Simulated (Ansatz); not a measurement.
Consider the hydrogenolysis of the Al–F bond: `CC(C)[NH][Al]([F])[F]` + H₂ → `CC(C)[NH][AlH][F]` + H–F.

Gas-phase electronic energies from Ansatz, PBE0-D4/def2-TZVP geometries. CBS: MP2 limit from def2 TZ/QZ plus the TZ coupled-cluster correction, frozen cores. This one scheme is used for every species. DFT in def2-TZVPP. B3LYP here is the variant with VWN-RPA as its local correlation; programs differ in this. Each species was taken in one conformer, which may not be the lowest.

| level | ΔE (kJ/mol) | difference from CCSD(T)/CBS |
| --- | --- | --- |
| PBE-D4 | 151.3 | -6.6 |
| r2SCAN-D4 | 166.2 | 8.3 |
| PBE0-D4 | 150.2 | -7.7 |
| B3LYP-D4 | 160.1 | 2.2 |
| ωB97X-V | 156.5 | -1.4 |
| ωB97M-V | 157.8 | -0.1 |
| B2PLYP | 159.5 | 1.6 |
| PBE | 148.5 | -9.4 |
| r2SCAN | 165.6 | 7.7 |
| PBE0 | 147.8 | -10.1 |
| B3LYP | 155.5 | -2.4 |
| HF/def2-TZVPP | 151.5 | -6.4 |
| MP2/def2-TZVPP | 162.4 | 4.5 |
| SCS-MP2/def2-TZVPP | 160.3 | 2.4 |
| CCSD/def2-TZVPP | 155.4 | -2.5 |
| CCSD(T)/def2-TZVPP | 156.6 | -1.3 |
| HF/def2-QZVPP | 153.3 | -4.6 |
| MP2/def2-QZVPP | 163.7 | 5.8 |
| SCS-MP2/def2-QZVPP | 161.7 | 3.8 |
| HF/CBS(def2) | 153.5 | -4.4 |
| MP2/CBS(def2) | 163.6 | 5.7 |
| CCSD/CBS(def2) | 156.7 | -1.2 |
| CCSD(T)/CBS | 157.9 | 0 |

Largest T1 diagnostic among the species: 0.011.

The D4 term adds +4.6 kJ/mol with B3LYP and +2.4 kJ/mol with PBE0; it sums over pairs of atoms, weighted by their polarisabilities, and B3LYP, whose exchange is more repulsive, gets the larger term. In def2-TZVPP, CCSD(T) changes the Hartree–Fock value by +5.1 kJ/mol (the triples alone add +1.2 kJ/mol) and MP2 by +10.9 kJ/mol.
